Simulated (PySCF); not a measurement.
# How methods differ on the ionisation energy of Mo(2+)

Mo(2+) [Kr] 4d4 (5D) → Mo(3+) [Kr] 4d3 (4F), as a difference of total energies. All numbers are calculated (PySCF 2.14, scalar relativity through the core potential, in aug-cc-pwCVDZ-PP with ECP28MDF). Correlated levels: valence: 4s2 4p6 frozen. The calculations carry no spin-orbit coupling.

```
           method  ionisation energy (eV)
              UHF                  26.054
    MP2 (valence)                  26.572
SCS-MP2 (valence)                  26.227
   CCSD (valence)                  26.642
CCSD(T) (valence)                  26.647
```

Question: How much does correlation contribute at CCSD(T) (valence)?

Answer: 26.647 − (26.054) = 0.593 eV, measured against UHF.

The reference lies between the lowest fine-structure levels, while these numbers refer to the centres of the terms.

Errors of the correlated levels include the incompleteness of this basis and the frozen core.

For comparison: 27.13 ± 0.12 eV (semi-empirical (NIST evaluation); NIST Atomic Spectra Database, ionization energies).
